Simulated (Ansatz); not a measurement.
GeOCl2, SMILES [O]=[Ge]([Cl])[Cl].

Coordinates come from a PBE0-D3(BJ)/def2-SVP optimisation.

Two levels are set side by side: PBE/def2-SVPD (Ansatz, a first-principles code) and CAM-B3LYP/def2-SVPD (Ansatz). Energy differences of separate SCF runs at the same geometry; the states with an electron removed or added have multiplicity 2 and 2. Differences are taken from unrounded values.

| quantity | PBE |
|---|---|
| vertical ionisation energy (eV) | 10.90 |
| vertical electron affinity (eV) | 1.25 |
| vertical singlet–triplet gap (eV) | 3.68 |

These are the PBE values. What does CAM-B3LYP give? (The exact figures need the calculation; the answer reports its results.)


```json
[
 {"quantity": "vertical ionisation energy (eV)", "CAM-B3LYP": "11.05", "PBE minus CAM-B3LYP": "-0.15"},
 {"quantity": "vertical electron affinity (eV)", "CAM-B3LYP": "1.30", "PBE minus CAM-B3LYP": "-0.05"},
 {"quantity": "vertical singlet–triplet gap (eV)", "CAM-B3LYP": "3.68", "PBE minus CAM-B3LYP": "0.00"}
]
```
